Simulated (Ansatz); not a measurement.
Cost and result for the atomization energy of CH$_{7}$ClGeSi, SMILES `[CH3][GeH2][SiH2]Cl` (11 atoms, 10 bonds).

```xyz
11

C    -1.362    1.132   -0.067
Ge    0.527    0.734    0.246
Si    0.918   -1.603    0.017
Cl    0.159   -2.208   -1.810
H    -1.533    2.208   -0.010
H    -1.982    0.637    0.681
H    -1.655    0.779   -1.056
H     0.947    1.180    1.662
H     1.407    1.485   -0.771
H     2.360   -1.956    0.042
H     0.216   -2.389    1.064
```

The species carries charge 0 and has multiplicity 1. Correlated methods include outer-core shells of Ge, which these sets cover unevenly. Scalar relativity is left out up to krypton. The structure was optimised at the PBE0-D4/def2-TZVP level. It is one conformer, not always the lowest. Program: Ansatz. All runs use 4 threads of an Arm Neoverse V1 on a shared host. Times are those of one run each, without the atoms' runs, and a repeat can differ threefold. Electronic energies, without spin–orbit coupling; frozen cores. CCSD(T)/CBS adds CCSD(T) − MP2 in def2-TZVPP to the MP2 limit, and its time is that of the two runs behind it. T1 = 0.010. With those shells the extrapolation isn't a true limit. B3LYP takes the VWN-RPA correlation (the form of Gaussian; ORCA's B3LYP/G).

CCSD(T)/CBS is a level of theory with its own doubt, some kJ/mol a heavy atom from the limit and from the frozen cores, so smaller differences don't rank the functionals.

```csv
level,functions,wall time
PBE-D4/def2-TZVPP (with forces),261,3 s
PBE0-D4/def2-TZVPP,261,4.2 s
r2SCAN-D4/def2-TZVPP (with forces),261,6.5 s
B3LYP-D4/def2-TZVPP (with forces),261,6.5 s
B2PLYP/def2-TZVPP,261,7 s
ωB97X-V/def2-TZVPP,261,10 s
ωB97M-V/def2-TZVPP (with forces),261,15 s
MP2/def2-QZVPP,496,33 s
CCSD(T)/def2-TZVPP,261,3.8 min
CCSD(T)/CBS(def2),–,4.3 min
```

(1) What atomization energy does each give, and how far from CCSD(T)/CBS? (Estimate.)

Answers

(1) Ansatz gave: 
```json
{"level": "PBE-D4/def2-TZVPP (with forces)", "atomization (kcal/mol)": "825.7", "difference from CCSD(T)/CBS": "-4.6", "per bond": "-0.5"}
{"level": "PBE0-D4/def2-TZVPP", "atomization (kcal/mol)": "822.8", "difference from CCSD(T)/CBS": "-7.5", "per bond": "-0.8"}
{"level": "r2SCAN-D4/def2-TZVPP (with forces)", "atomization (kcal/mol)": "829.5", "difference from CCSD(T)/CBS": "-0.8", "per bond": "-0.1"}
{"level": "B3LYP-D4/def2-TZVPP (with forces)", "atomization (kcal/mol)": "823.2", "difference from CCSD(T)/CBS": "-7.1", "per bond": "-0.7"}
{"level": "B2PLYP/def2-TZVPP", "atomization (kcal/mol)": "814.7", "difference from CCSD(T)/CBS": "-15.6", "per bond": "-1.6"}
{"level": "ωB97X-V/def2-TZVPP", "atomization (kcal/mol)": "832.9", "difference from CCSD(T)/CBS": "2.6", "per bond": "0.3"}
{"level": "ωB97M-V/def2-TZVPP (with forces)", "atomization (kcal/mol)": "826.4", "difference from CCSD(T)/CBS": "-3.9", "per bond": "-0.4"}
{"level": "MP2/def2-QZVPP", "atomization (kcal/mol)": "822.0", "difference from CCSD(T)/CBS": "-8.3", "per bond": "-0.8"}
{"level": "CCSD(T)/def2-TZVPP", "atomization (kcal/mol)": "812.1", "difference from CCSD(T)/CBS": "-18.2", "per bond": "-1.8"}
{"level": "CCSD(T)/CBS(def2)", "atomization (kcal/mol)": "830.3", "difference from CCSD(T)/CBS": "0.0", "per bond": "0.0"}
```

The D4 term adds +9.6 kcal/mol with B3LYP and +5.1 kcal/mol with PBE0; it sums over pairs of atoms, weighted by their polarisabilities, and B3LYP, whose exchange is more repulsive, gets the larger term. From PBE to PBE0 (25 % exact exchange), in def2-TZVPP and without D4, the atomization energy moves by −2.0 kcal/mol: exact exchange takes away binding that semilocal exchange gives to molecules. In def2-TZVPP, CCSD(T) changes the Hartree–Fock value by +185.3 kcal/mol (the triples alone add +8.9 kcal/mol) and MP2 by +184.6 kcal/mol; breaking electron pairs costs correlation energy, which Hartree–Fock lacks.
